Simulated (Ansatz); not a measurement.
Relaxation of Sb2H4 with RKS B3LYP-D4/def2-TZVP.

```sh
$ ansatz run in.yaml --threads 4 --pin off --events-out ev --progress --plain --max-ram 3916MiB
```

```yaml
crystal:
  periodic: [false, false, false]
  atoms:
    - {symbol: Sb, position_ang: [0.342520, -0.714290, 1.130240]}
    - {symbol: Sb, position_ang: [-0.331940, 0.717660, -1.128840]}
    - {symbol: H, position_ang: [1.807650, -1.148340, 0.392500]}
    - {symbol: H, position_ang: [-0.331070, -2.100670, 0.424960]}
    - {symbol: H, position_ang: [0.320110, 2.112090, -0.415160]}
    - {symbol: H, position_ang: [-1.807270, 1.133560, -0.403710]}
basis:
  gaussian: {orbitals: def2-TZVP}
hamiltonian: {xc: {name: B3LYP}, dispersion: d4}
scf: {lower_state_search: "off"}
output: {orbitals: {seedname: orbitals}}
relax: {f_tol: 0.02, max_steps: 100}
```

It took 4.7 s on 4 threads of Arm Neoverse V2 on a shared host.

Positions (Å) and forces (eV/Å) at steps 1, 2, 3, 4 of 4:

```xyz
6
step=1 energy=-13145.2972 eV
Sb    0.343   -0.714    1.130    0.147   -0.267    0.718
Sb   -0.332    0.718   -1.129   -0.121    0.287   -0.717
H     1.808   -1.148    0.393    0.345   -0.012   -0.025
H    -0.331   -2.101    0.425   -0.231   -0.287   -0.027
H     0.320    2.112   -0.415    0.219    0.270    0.018
H    -1.807    1.134   -0.404   -0.358    0.010    0.033
6
step=2 energy=-13145.2287 eV rejected
Sb    0.415   -0.875    1.210   -0.265    0.560   -0.802
Sb   -0.405    0.879   -1.210    0.255   -0.566    0.800
H     1.932   -1.204    0.454   -0.172   -0.075    0.009
H    -0.371   -2.233    0.488    0.172    0.083    0.004
H     0.359    2.245   -0.479   -0.168   -0.079   -0.001
H    -1.932    1.188   -0.464    0.177    0.076   -0.009
6
step=3 energy=-13145.3707 eV
Sb    0.367   -0.770    1.134    0.057   -0.120    0.231
Sb   -0.357    0.774   -1.134   -0.058    0.118   -0.232
H     1.875   -1.185    0.426   -0.001    0.026   -0.018
H    -0.349   -2.176    0.457   -0.019    0.018   -0.018
H     0.337    2.188   -0.450    0.019   -0.018    0.020
H    -1.874    1.168   -0.433    0.001   -0.025    0.018
6
step=4 energy=-13145.3755 eV
Sb    0.370   -0.776    1.149   -0.004    0.007   -0.011
Sb   -0.360    0.781   -1.149    0.003   -0.007    0.011
H     1.874   -1.174    0.422    0.005   -0.004    0.001
H    -0.356   -2.168    0.454    0.000   -0.006    0.002
H     0.344    2.179   -0.446    0.000    0.006   -0.001
H    -1.873    1.157   -0.430   -0.005    0.004   -0.001
```

In the def2 sets Sb takes a core potential; there is no spin–orbit coupling.
